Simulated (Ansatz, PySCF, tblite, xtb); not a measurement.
Bond stretch in BO, doublet.

- UKS-PBE = Ansatz (a quantum-chemistry and plane-wave program) with unrestricted PBE/cc-pVTZ
- UKS-TPSSh = PySCF 2.14.0 with unrestricted TPSSh/cc-pVTZ
- UHF/cc-pVTZ (PySCF)
- GFN1-xTB (xtb)
- GFN2-xTB, 300 K electronic temperature (tblite)

Energies are in kJ/mol, each relative to the lowest point of its own curve near equilibrium.

```csv
R / Å,UKS-PBE,UKS-TPSSh,UHF,GFN1-xTB,GFN2-xTB
0.91,757.3,740.5,690.6,761.2,834.3
0.96,466.3,452.4,407.0,453.0,476.2
1.03,206.9,196.9,161.6,187.3,182.1
1.09,82.1,75.4,51.3,66.1,56.8
1.13,34.7,30.2,14.6,23.5,16.3
1.17,8.9,6.5,0.0,3.4,0.1
1.20,0.9,0.0,0.7,0.0,0.0
1.22,0.0,0.1,5.8,2.2,4.5
1.28,14.3,17.4,38.3,25.8,34.8
1.33,40.8,46.3,80.2,59.7,73.5
1.40,92.2,100.7,153.1,120.8,140.0
```

At the longest distance, 1.40 Å, UHF lies highest above its minimum (153.1 kJ/mol) and UKS-PBE lowest (92.2 kJ/mol).

The scan ran from 0.91 to 4.82 Å; beyond the distances shown one of the unrestricted levels run for this scan, shown here or not, changes its spin distribution in one step. The unrestricted determinant behind UHF is spin-contaminated at 1.33 to 1.40 Å (<S²> up to 0.9, against 0.75 for a pure doublet).
